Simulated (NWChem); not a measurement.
System: SiNH₂Cl₂F; SMILES N[Si](F)(Cl)Cl

Excerpt of the output:

```
             Northwest Computational Chemistry Package (NWChem) 7.3.0
             --------------------------------------------------------

                             Geometry "geometry" -> ""
                             -------------------------

 Output coordinates in angstroms (scale by  1.889725989 to convert to a.u.)

  No.       Tag          Charge          X              Y              Z
 ---- ---------------- ---------- -------------- -------------- --------------
    1 N                    7.0000     1.37765400    -0.06442600     1.32284000
    2 Si                  14.0000     0.32916100    -0.00494000    -0.01520700
    3 F                    9.0000     1.05154900    -0.15456900    -1.46878100
    4 Cl                  17.0000    -1.00242200    -1.56600900     0.10947800
    5 Cl                  17.0000    -0.61172700     1.82265500    -0.04544200
    6 H                    1.0000     1.94157300     0.74278700     1.59299600
    7 H                    1.0000     1.74571900    -0.95053700     1.67193200

 Effective nuclear repulsion energy (a.u.)     373.2362421800

                                 NWChem DFT Module
                                 -----------------

 Summary of "ao basis" -> "ao basis" (spherical)
 ------------------------------------------------------------------------------
       Tag                 Description            Shells   Functions and Types
 ---------------- ------------------------------  ------  ---------------------
 N                          def2-svp                 6       14   3s2p1d
 Si                         def2-svp                 8       18   4s3p1d
 F                          def2-svp                 6       14   3s2p1d
 Cl                         def2-svp                 8       18   4s3p1d
 H                          def2-svp                 3        5   2s1p

            General Information
            -------------------
          SCF calculation type: DFT
          Wavefunction type:  closed shell.
          No. of atoms     :     7
          No. of electrons :    66
           Alpha electrons :    33
            Beta electrons :    33
          Charge           :     0
          Spin multiplicity:     1
          Use of symmetry is: off; symmetry adaption is: off
          Maximum number of iterations: 150
          AO basis - number of functions:    92
                     number of shells:    42
          Convergence on energy requested:  1.00D-06
          Convergence on density requested:  1.00D-05
          Convergence on gradient requested:  5.00D-04

              XC Information
              --------------
                         B3LYP Method XC Potential
                     Hartree-Fock (Exact) Exchange  0.200
                        Slater Exchange Functional  0.800 local
                    Becke 1988 Exchange Functional  0.720 non-local
              Lee-Yang-Parr Correlation Functional  0.810
                  VWN I RPA Correlation Functional  0.190 local

             Grid Information
             ----------------
          Grid used for XC integration:  medium
          Radial quadrature: Mura-Knowles
          Angular quadrature: Lebedev.
          Tag              B.-S. Rad. Rad. Pts. Rad. Cut. Ang. Pts.
          ---              ---------- --------- --------- ---------
          N                   0.65       49           8.0       434
          Si                  1.10       88           8.0       590
          F                   0.50       49           9.0       434
          Cl                  1.00       88          11.0       590
          H                   0.35       45          10.0       434
          Grid pruning is: on
          Number of quadrature shells:   452
          Spatial weights used:  Erf1

      Superposition of Atomic Density Guess
      -------------------------------------

 Sum of atomic energies:       -1361.92083371

      Non-variational initial energy
      ------------------------------

 Total energy =   -1363.282849
 1-e energy   =   -2628.394252
 2-e energy   =     891.875161
 HOMO         =      -0.364427
 LUMO         =       0.055500

     ---------------------------------------------
      Total Density - Mulliken Population Analysis
     ---------------------------------------------

    Atom       Charge   Shell Charges
 -----------   ------   -------------------------------------------------------
    1 N    7     7.75   1.99  1.02  0.45  2.59  1.71  0.00
    2 Si  14    12.41   2.00  1.99  0.79  0.04  5.93  0.79  0.53  0.35
    3 F    9     9.58   1.99  1.15  0.78  3.51  2.14  0.00
    4 Cl  17    17.39   2.00  1.99  1.22  0.72  5.94  2.15  3.36  0.01
    5 Cl  17    17.39   2.00  1.99  1.22  0.72  5.94  2.15  3.36  0.01
    6 H    1     0.74   0.58  0.12  0.04
    7 H    1     0.74   0.58  0.12  0.04

   convergence    iter        energy       DeltaE   RMS-Dens  Diis-err
 ---------------- ----- ----------------- --------- --------- ---------
 d= 0,ls=0.0,diis     1  -1365.3369091548 -1.74D+03  1.54D-02  8.67D-01
 d= 0,ls=0.0,diis     2  -1365.3021983300  3.47D-02  8.39D-03  1.28D+00
 d= 0,ls=0.0,diis     3  -1365.4269608302 -1.25D-01  1.38D-03  4.00D-02
 d= 0,ls=0.0,diis     4  -1365.4292568994 -2.30D-03  7.03D-04  8.27D-03
 d= 0,ls=0.0,diis     5  -1365.4301292344 -8.72D-04  1.11D-04  2.07D-04
  Resetting Diis
 d= 0,ls=0.0,diis     6  -1365.4301504000 -2.12D-05  3.31D-05  1.43D-05
 d= 0,ls=0.0,diis     7  -1365.4301519223 -1.52D-06  2.21D-05  1.61D-06
 d= 0,ls=0.0,diis     8  -1365.4301517214  2.01D-07  1.27D-05  3.31D-06
 d= 0,ls=0.0,diis     9  -1365.4301521116 -3.90D-07  9.92D-07  1.18D-08

         Total DFT energy =    -1365.430152111569
      One electron energy =    -2630.699848001666
           Coulomb energy =      987.765065963602
    Exchange-Corr. energy =      -95.731612253547
 Nuclear repulsion energy =      373.236242180043

 Numeric. integr. density =       66.000001100834

                       DFT Final Molecular Orbital Analysis
                       ------------------------------------

 Vector   31  Occ=2.000000D+00  E=-3.327940D-01
              MO Center= -7.3D-01,  1.2D-01,  2.7D-02, r^2= 4.0D+00
   Bfn.  Coefficient  Atom+Function         Bfn.  Coefficient  Atom+Function
  ----- ------------  ---------------      ----- ------------  ---------------
    59      0.435402  4 Cl pz                77     -0.426316  5 Cl pz
    56      0.322783  4 Cl pz                74     -0.315908  5 Cl pz
    53      0.187490  4 Cl pz                71     -0.183521  5 Cl pz
    76     -0.116008  5 Cl py                75     -0.114872  5 Cl px
    58     -0.099916  4 Cl py                37      0.094648  3 F  py

 Vector   32  Occ=2.000000D+00  E=-3.263398D-01
              MO Center= -7.3D-01,  1.2D-01, -1.5D-03, r^2= 4.1D+00
   Bfn.  Coefficient  Atom+Function         Bfn.  Coefficient  Atom+Function
  ----- ------------  ---------------      ----- ------------  ---------------
    75      0.348117  5 Cl px                58      0.336403  4 Cl py
    57     -0.279769  4 Cl px                72      0.264456  5 Cl px
    55      0.252046  4 Cl py                76      0.251153  5 Cl py
    54     -0.213359  4 Cl px                73      0.187303  5 Cl py
    77     -0.156920  5 Cl pz                69      0.152841  5 Cl px

 Vector   33  Occ=2.000000D+00  E=-2.932908D-01
              MO Center=  1.1D+00, -3.8D-02,  1.1D+00, r^2= 2.1D+00
   Bfn.  Coefficient  Atom+Function         Bfn.  Coefficient  Atom+Function
  ----- ------------  ---------------      ----- ------------  ---------------
     4      0.384161  1 N  px                 6     -0.372200  1 N  pz
     9      0.313883  1 N  pz                 7     -0.308060  1 N  px
    77     -0.165755  5 Cl pz                59     -0.160263  4 Cl pz
    74     -0.121114  5 Cl pz                56     -0.117620  4 Cl pz
    38     -0.111028  3 F  pz                 3      0.086905  1 N  s

 Vector   34  Occ=0.000000D+00  E= 1.449609D-02
              MO Center=  6.2D-01, -1.3D-02,  5.4D-01, r^2= 5.2D+00
   Bfn.  Coefficient  Atom+Function         Bfn.  Coefficient  Atom+Function
  ----- ------------  ---------------      ----- ------------  ---------------
     3      0.965873  1 N  s                 18     -0.777942  2 Si s
    17     -0.587864  2 Si s                 84     -0.540105  6 H  s
    89     -0.540219  7 H  s                 76     -0.367979  5 Cl py
    16     -0.317211  2 Si s                 58      0.318121  4 Cl py
    57      0.251517  4 Cl px                50      0.236470  4 Cl s

 Vector   35  Occ=0.000000D+00  E= 4.621592D-02
              MO Center=  6.9D-01, -1.8D-02,  6.1D-01, r^2= 5.4D+00
   Bfn.  Coefficient  Atom+Function         Bfn.  Coefficient  Atom+Function
  ----- ------------  ---------------      ----- ------------  ---------------
     3      1.006479  1 N  s                 84     -0.633523  6 H  s
    89     -0.633763  7 H  s                 17      0.622899  2 Si s
    25     -0.562363  2 Si px                76      0.350670  5 Cl py
    58     -0.335225  4 Cl py                22     -0.305964  2 Si px
     7      0.273225  1 N  px                16      0.219616  2 Si s

 Vector   36  Occ=0.000000D+00  E= 6.228935D-02
              MO Center=  8.1D-01, -3.8D-02,  4.7D-01, r^2= 4.0D+00
   Bfn.  Coefficient  Atom+Function         Bfn.  Coefficient  Atom+Function
  ----- ------------  ---------------      ----- ------------  ---------------
    26      0.987909  2 Si py                84     -0.644399  6 H  s
    89      0.644291  7 H  s                 23      0.422320  2 Si py
    50      0.384639  4 Cl s                 68     -0.384173  5 Cl s
    57      0.341779  4 Cl px                75     -0.291117  5 Cl px
     8      0.289544  1 N  py                76      0.256134  5 Cl py

     ---------------------------------------------
      Total Density - Mulliken Population Analysis
     ---------------------------------------------

    Atom       Charge   Shell Charges
 -----------   ------   -------------------------------------------------------
    1 N    7     7.35   1.99  0.97  0.41  2.49  1.48  0.01
    2 Si  14    13.16   2.00  1.98  0.97 -0.06  5.93  1.16  0.66  0.54
    3 F    9     9.32   1.99  1.13  0.79  3.35  2.05  0.00
    4 Cl  17    17.23   2.00  1.98  1.27  0.68  5.93  2.17  3.17  0.02
    5 Cl  17    17.23   2.00  1.98  1.27  0.68  5.93  2.17  3.17  0.02
    6 H    1     0.86   0.70  0.11  0.05
    7 H    1     0.86   0.70  0.11  0.05

     -------------------------------------------
      Total Density - Lowdin Population Analysis
     -------------------------------------------

    Atom       Charge   Shell Charges
 -----------   ------   -------------------------------------------------------
    1 N    7     7.22   1.97  0.70  0.43  2.28  1.82  0.02
    2 Si  14    13.67   2.00  1.92  0.63  0.28  5.81  1.18  1.00  0.84
    3 F    9     9.21   1.98  1.02  0.77  3.22  2.22  0.01
    4 Cl  17    17.04   2.00  1.96  1.05  0.79  5.82  2.27  3.13  0.02
    5 Cl  17    17.04   2.00  1.96  1.05  0.79  5.82  2.27  3.13  0.02
    6 H    1     0.92   0.58  0.21  0.12
    7 H    1     0.92   0.58  0.21  0.12

     Multipole analysis of the density
     ---------------------------------

     L   x y z        total         alpha         beta         nuclear
     -   - - -        -----         -----         ----         -------
     0   0 0 0     -0.000000    -33.000000    -33.000000     66.000000

     1   1 0 0      0.732392      0.401598      0.401598     -0.070804
     1   0 1 0     -0.048597     -2.144542     -2.144542      4.240487
     1   0 0 1      0.795188      0.226108      0.226108      0.342972

     2   2 0 0    -33.549441   -115.006532   -115.006532    196.463624
     2   1 1 0     -0.010187     -9.661428     -9.661428     19.312669
     2   1 0 1      3.758223     -4.200539     -4.200539     12.159302
     2   0 2 0    -35.571404   -196.098614   -196.098614    356.625824
     2   0 1 1     -0.420385      5.647811      5.647811    -11.716006
     2   0 0 2    -36.343232    -84.665343    -84.665343    132.987455

                     NWChem Electrostatic Potential Fit Module
                     -----------------------------------------

 Atom parameters

 Number of atoms is                                    7
 Number of basis functions is                         92

 Grid parameters

 Maximum number of grid points is                  34813
 Number of grid points is                          34812
 Grid range                                     0.300000 nm
 Grid spacing                                   0.020000 nm
 Probe radius                                   0.070000 nm
 Atom radius factor                             1.000000

 Atomic radii

    1    0.100000
    7    0.140000
    9    0.128000
   14    0.187000
   17    0.169000
 FASTESP  F
  using M.O. file = ./job.movecs

    Atom              Coordinates                           Charge

                                                  ESP

    1 N     0.137765   -0.006443    0.132284   -0.895531
    2 Si    0.032916   -0.000494   -0.001521    0.852810
    3 F     0.105155   -0.015457   -0.146878   -0.301763
    4 Cl   -0.100242   -0.156601    0.010948   -0.196603
    5 Cl   -0.061173    0.182266   -0.004544   -0.197175
    6 H     0.194157    0.074279    0.159300    0.369250
    7 H     0.174572   -0.095054    0.167193    0.369011
                                            ------------
                                                0.000000

 Dipole moment                                  1.133311

 Quadrupole moment Qxx                          1.905816
                   Qyy                         -0.016201
                   Qzz                         -1.889614

 RMS deviation kJ/mol                           0.068095

 RRMS %                                        26.610224
```

Level: B3LYP/def2-SVP. All runs use the structure optimised with PBE-D3(BJ)/def2-SVP. B3LYP is NWChem's, with the RPA form of VWN correlation.

Task: Reconstruct the input file.

Result: This is not unique; one that fits is the input that was run:
```
start job
memory heap 200 mb stack 900 mb global 1100 mb
geometry units angstroms noautosym nocenter noautoz
  N      1.377654    -0.064426     1.322840
  Si     0.329161    -0.004940    -0.015207
  F      1.051549    -0.154569    -1.468781
  Cl    -1.002422    -1.566009     0.109478
  Cl    -0.611727     1.822655    -0.045442
  H      1.941573     0.742787     1.592996
  H      1.745719    -0.950537     1.671932
end
basis spherical
  * library def2-svp
end
dft
  xc b3lyp
  iterations 150
  mulliken
end
task dft energy
esp
  recalculate
  probe 0.07
  range 0.3
  factor 1.0
  spacing 0.02
end
task esp
```
